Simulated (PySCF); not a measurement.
# Electron correlation in P²⁺ (phosphorus, charge +2)

[Ne] 3s2 3p1, 2P determinant. Computed with PySCF 2.14 in aug-cc-pwCVDZ (6s5p3d, 36 functions), with no relativity, point nucleus. Frozen: [Ne]; 3 electrons correlated.

MP2 pair energies summed by pair of shells (mhartree):

```
 pair  energy  share (%)
3s-3s  -22.83       57.5
3s-3p  -16.90       42.5
```

Total MP2 correlation energy: -39.73 mhartree.

Same-spin part -2.47 and opposite-spin part -37.26 mhartree; SCS-MP2 scales them by 1/3 and 6/5 to -45.53 mhartree.
